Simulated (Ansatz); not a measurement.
`O=C1C[SiH2]1`, relaxed with RKS PBE-D4/def2-SVP in the Gaussian-basis code of Ansatz from a rough embedded geometry. The force threshold is 0.03 eV/Å; the program also tests the step.

Charge 0, multiplicity 1.

Start:

```xyz
8

O     1.202   -0.115   -1.823
C     0.506   -0.065   -0.841
C    -0.104   -1.094   -0.124
Si    0.042    1.158    0.218
H     0.361   -1.371    0.856
H    -1.167   -1.207   -0.135
H    -1.429    1.476    0.280
H     0.590    1.218    1.570
```

How much energy does the relaxation release, and in how many steps? (An estimate is asked.)

Computed: 42.45 kcal/mol, in 15 steps, 3 of them rejected.

Which bonds change most? (Best estimate.)

Computed: C3–Si4 from 2.282 to 1.943 Å; C2–Si4 from 1.683 to 1.936 Å; C2–C3 from 1.395 to 1.485 Å; C3–H6 from 1.069 to 1.111 Å.

Give the relaxed structure. (An estimate is asked.)

Ansatz gave: 
```xyz
8

O     1.431   -0.282   -1.793
C     0.578   -0.116   -0.959
C    -0.139   -0.896    0.082
Si   -0.194    1.019    0.406
H     0.361   -1.734    0.605
H    -1.168   -1.157   -0.246
H    -1.589    1.572    0.458
H     0.721    1.593    1.447
```
